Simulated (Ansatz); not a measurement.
sulfur atom (S), triplet; B3LYP/3-21G in Ansatz (a first-principles code).

Here is a job for Ansatz.
Ansatz 0.2 input:
```yaml
crystal:
  periodic: [false, false, false]
  atoms:
    - {symbol: S, position_ang: [0.00000000, 0.00000000, 0.00000000]}
basis:
  gaussian:
    orbitals: 3-21G.json
hamiltonian:
  xc: b3lyp
magnetization: {spin_polarized: true, initial_magnetization: 2}
scf: {lower_state_search: light}
```
The basis file holds 3-21G in the JSON format of the Basis Set Exchange.

The log (banner, timings and long lists left out):

```
Functional definition: B3LYP
60 factors; integrals over basis functions are off by at most 2.2e-5 eV
mean field evaluation 1: about -10780.0883 eV, gradient 2.2e0 eV
mean field evaluation 2: about -10780.1137 eV, gradient 1.2e0 eV
mean field evaluation 4: about -10780.1237 eV, gradient 5.7e-2 eV
mean field evaluation 8: about -10780.1238 eV, gradient 2.0e-4 eV
mean field -10780.12375070 eV, -396.1622408078 hartree, gradient 6.4e-5 eV, S^2 2.000452; 0 other end points of the search recorded, 0 dependent functions left out
reference -10780.12389111 eV, -396.1622459677 hartree; 9, 7 occupied and 4, 6 virtual orbitals, 60 factors
Total energy: -10780.12389111 eV, -396.1622459677 hartree
```
